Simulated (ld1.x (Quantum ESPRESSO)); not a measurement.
**Which change was made? (V, RRKJ)**

* Element: V (Z = 23)
* Generator: ld1.x (Quantum ESPRESSO) 7.5
* Type: norm-conserving RRKJ (Kleinman–Bylander form)
* Functional: PBEsol
* Relativity: scalar-relativistic
* Frozen core: [Ar]
* Valence charge: 5
* Reference configuration: 3d3 4s2 4p0
* Partial waves: 4p (bound, empty): rc 2.45 bohr; 3d (bound): rc 1.80 bohr; 4s (bound): rc 2.10 bohr
* Local potential: the s channel
* Core correction: a·sin(br)/r model core inside 1.25 bohr
* rho0: 0.001

Cutoffs, loose and tight: the cutoffs (Ry, on a coarse ladder) from which the occupation-weighted sum of valence levels, in a spherical-Bessel basis at the reference potential, stays within 10 and 1 mRy of its value at 400 Ry. They do not see the model core or the augmentation charge, which bear on the density cutoff. Test errors are all-electron minus pseudo excitation energies from the reference, over the configurations 3d3 4s1 4p0; 3d3 4s0 4p0; 3d2 4s0 4p0; 3d2 4s2 4p0; 3d3 4s1 4p1; 3d3 4s0 4p2; 3d3.5 4s1.5 4p0; variants that change the core or the reference have their own tests.

The base gives: outcome: generated; cutoff, loose: 50 Ry; cutoff, tight: 70 Ry; bound ghosts: none; largest test error (meV): -479.

After one change the result is: outcome: generated; cutoff, loose: 30 Ry; cutoff, tight: 40 Ry; bound ghosts: none; largest test error (meV): -177. Which change was it?
A. wave 3d (bound): rc 1.80 bohr becomes 3d (bound): rc 2.74 bohr
B. wave 3d (bound): rc 1.80 bohr becomes 3d (bound): rc 1.38 bohr
C. wave 3d (bound): rc 1.80 bohr becomes 3d (bound): rc 2.12 bohr
D. wave 3d (bound): rc 1.80 bohr becomes 3d (bound): rc 2.46 bohr
E. wave 3d (bound): rc 1.80 bohr becomes 3d (bound): rc 1.12 bohr

D. The others give: wave 3d (bound): rc 1.80 bohr becomes 3d (bound): rc 1.12 bohr → outcome: generated; cutoff, loose: 120 Ry; cutoff, tight: 140 Ry; bound ghosts: none; largest test error (meV): -606 | wave 3d (bound): rc 1.80 bohr becomes 3d (bound): rc 2.12 bohr → outcome: generated; cutoff, loose: 40 Ry; cutoff, tight: 55 Ry; bound ghosts: none; largest test error (meV): -365 | wave 3d (bound): rc 1.80 bohr becomes 3d (bound): rc 2.74 bohr → outcome: generated; cutoff, loose: 25 Ry; cutoff, tight: 35 Ry; bound ghosts: none; largest test error (meV): +363 | wave 3d (bound): rc 1.80 bohr becomes 3d (bound): rc 1.38 bohr → outcome: generated; cutoff, loose: 80 Ry; cutoff, tight: 90 Ry; bound ghosts: none; largest test error (meV): -579.
